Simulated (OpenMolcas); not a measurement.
An atom or ion with 6 electrons was computed by SS-CASPT2, IPEA 0.25 Eh, imaginary shift 0.1 Eh with spin-orbit coupling (OpenMolcas, ANO-RCC-VQZP, DKH2). The lowest levels that the run gave, each within 12 % of the measured value where one is at hand:

```csv
J,Parity,E (cm-1),g
0,even,0.0,
1,even,111,1.501
2,even,328,1.501
2,even,20470,1.000
0,even,46380,
```

Q: Which ion is it, and what are the configurations and terms?

A: O²⁺ (Z = 8, charge +2; active space 2 electrons in 3 orbitals (2p)). J, parity and g give the terms where levels are pure, and mixed ones are named by the computed weights; the size of the splittings, set against known spectra of the 6-electron sequence, gives the charge. In order, with the measured energies in cm-1 (Moore, Selected Tables of Atomic Spectra, NSRDS-NBS 3, section 11): 2s2 2p2 3P0, 2s2 2p2 3P1 (113), 2s2 2p2 3P2, 2s2 2p2 1D2 (20273), 2s2 2p2 1S0 (43186).

CASPT2 does not keep the components of a term degenerate, so their means are used; among the terms shown or strongly mixed into the levels shown the widest spread is 89 cm-1 (2s2 2p2 1D). With the s shell closed, the reference lacks s² → p² mixing. Computed and measured levels are paired by configuration, term and J; levels that our copy of the source lacks, or whose pairing is in doubt (as where it misses far off the trend of its configuration), stay unpaired and out of the deviations. Only configurations of the active space appear.
